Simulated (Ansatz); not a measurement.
Total energies of ZrHCl3 from Ansatz at PBE0-D4/def2-TZVP, gas phase (1 Eh = 27.2114 eV = 2625.5 kJ/mol). The reference geometry is relaxed at r2SCAN-D4/def2-SVP.

```tsv
state	geometry	energy (Eh)
charge 0 singlet	reference	-1428.06102
charge 1 doublet	reference	-1427.64565
free Zr atom (triplet)	–	-46.88229
free H atom (doublet)	–	-0.50104
free Cl atom (doublet)	–	-459.99739
```

In the def2 sets Zr takes a core potential; there is no spin–orbit coupling.

(1) Work out the vertical ionisation energy to the doublet.

(2) What is the binding energy per atom against free atoms?

(1) E(charge 1 doublet) − E(charge 0 singlet) = -1427.64565 − (-1428.06102) = 0.41537 Eh = 11.30 eV. For comparison, −ε of the highest occupied level is 9.22 eV at this level, 2.08 eV less.

(2) Atoms: 1 × (-46.88229) + 1 × (-0.50104) + 3 × (-459.99739) = -1427.37550 Eh. Binding: -1427.37550 − (-1428.06102) = 0.68552 Eh = 18.65 eV, or 3.73 eV for each of 5 atoms (no zero-point energy, no counterpoise term).
